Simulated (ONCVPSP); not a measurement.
# u(r) = r·R(r): atom against pseudo-atom (Ca)

Columns: radius, all-electron u(r) and pseudo u(r) of the 3s shell (level -46.83 eV) of calcium in the configuration [Ne] 3s2 3p6 4s2; LDA (Perdew-Wang 92), scalar-relativistic, ONCV scheme, ONCVPSP 4.0.1.

| r (bohr) | all-electron | pseudo |
| --- | --- | --- |
| 0.113 | -0.0761 | 0.1606 |
| 0.225 | -0.5237 | 0.3160 |
| 0.338 | -0.3934 | 0.4650 |
| 0.450 | -0.0056 | 0.6003 |
| 0.563 | 0.3996 | 0.7196 |
| 0.675 | 0.7114 | 0.8157 |
| 0.788 | 0.9121 | 0.8862 |
| 0.900 | 1.0101 | 0.9268 |
| 1.013 | 1.0310 | 0.9376 |
| 1.125 | 0.9986 | 0.9201 |
| 1.238 | 0.9325 | 0.8777 |
| 1.350 | 0.8491 | 0.8164 |
| 1.463 | 0.7577 | 0.7414 |
| 1.575 | 0.6669 | 0.6603 |
| 1.688 | 0.5795 | 0.5775 |
| 1.800 | 0.4996 | 0.4992 |
| 1.913 | 0.4269 | 0.4268 |
| 2.025 | 0.3631 | 0.3630 |
| 2.138 | 0.3068 | 0.3067 |
| 2.250 | 0.2585 | 0.2585 |
| 2.363 | 0.2167 | 0.2167 |
| 2.475 | 0.1814 | 0.1814 |
| 2.588 | 0.1513 | 0.1513 |
| 2.700 | 0.1261 | 0.1261 |
| 2.813 | 0.1047 | 0.1047 |
| 2.925 | 0.0869 | 0.0869 |

Problem. How many radial nodes do the two functions have?

Solution. The all-electron 3s function has n − l − 1 = 2 (the table is too coarse to show those close to the nucleus); the pseudo-wave has 0, since the states of the same l below it are removed with the core.

Problem. At about which radius was the pseudo-wave matched?

Solution. 2.15 bohr. The columns agree to 0.0005 from 1.80 bohr on; several derivatives are matched, so the curves merge somewhat inside the radius.

Problem. Where does each function peak?

Solution. Outermost all-electron maximum near 1.01 bohr, pseudo maximum near 1.01 bohr (to the table’s step).

Problem. Is the pseudo-wave norm-conserving?

Solution. Yes: the ONCV scheme keeps the norm inside the radius equal to the all-electron one, which fixes the energy derivative of the logarithmic derivative at the level.
